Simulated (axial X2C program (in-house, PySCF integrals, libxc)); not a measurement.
# What spin–orbit coupling does to NaV⁺

Computed with an axial X2C code built on PySCF integrals. Spin-free means the one-electron spin-free X2C Hamiltonian; two-component (2c) means X2C with spin–orbit coupling and atomic mean-field two-electron Coulomb and Gaunt terms, so the difference of the two also holds small scalar two-electron terms. Basis: V dyall-cv3z [10s10p6d4f2g], Na dyall-cv3z [9s8p5d2f] (cores contracted in-house); Gaussian nuclei, density fitting, unrestricted open shells. Masses: V 50.944 u, Na 22.990 u.

Spin-free state: M_S = 5/2, Λ = 0 (beyond evenly filled blocks: σα, π+α, π-α, δ+α, δ-α); fragments V + Na+.

| level | Re (Å) | ωe (cm⁻¹) | μ (D) |
| --- | --- | --- | --- |
| PBE0 | 3.318 | 114.6 | 5.14 |
| HF | 3.493 | 112.7 | 4.69 |
| MP2 | 3.349 | 120.6 | n/a |
| CCSD | 3.345 | 120.8 | n/a |
| CCSD(T) | 3.337 | 121.3 | n/a |
| B97-3 | 3.391 | 101.6 | 5.58 |

Correlated methods: 13 electrons correlated (number of frozen shells: V 3 s, 2 p; Na 1 s), 303 virtual spin orbitals or spinors in MP2, 89 natural virtuals in coupled cluster.

Dipoles are positive if Na is the positive end and refer to the centre of mass.

Two-component determinant lowest at the distance of the search:

Ω = 1/2 (⟨Sz⟩ = 2.50, ⟨Lz⟩ = -2.00 at HF); fragments V + Na+.

```csv
level,Re (Å),ωe (cm⁻¹),μ (D)
PBE0,3.211,122.1,5.13
HF,3.333,119.4,4.74
MP2,3.201,131.6,n/a
CCSD,3.205,131.8,n/a
CCSD(T),3.198,132.8,n/a
B97-3,3.254,109.5,5.43
```

Question: From the two tables, how do the constants change at the CCSD(T) level (2c against spin-free)?

Answer: At the CCSD(T) level Re falls by 0.139 Å and ωe increases by 11.5 cm⁻¹. The two determinants differ in configuration, so these shifts compare two states and are not the spin–orbit effect on one state.

One determinant describes the state; a PBE0 search over occupations chose it and may have missed a lower one. De is not given where an atomic determinant may have missed its ground term or J level, or where the truncated virtual space spoils (T). Density functionals use the spin component along the axis (collinear). Coupled cluster ran in a truncated set of natural virtual spinors; the MP2 energy of the rest was added. (T) has no such correction and the atoms are truncated less, which lowers De at CCSD(T) by a hundredth of an eV or more. Other states lie close and PBE0, whose exact exchange favours high spin, may order them wrongly; the determinant shown need not be the ground state. The nearest other spin-free determinant of the search, M_S = 5/2, Λ = 2, lies 0.007 eV up at the distance of the search. The functionals have no current-density term, which raises determinants with orbital currents, atoms included. With several unpaired electrons one determinant need not be a pure state. The outer-core s and p shells of the metal are frozen in the correlated rows, which leaves out core–valence correlation; for alkali and alkaline-earth bonds that tends to lengthen them.
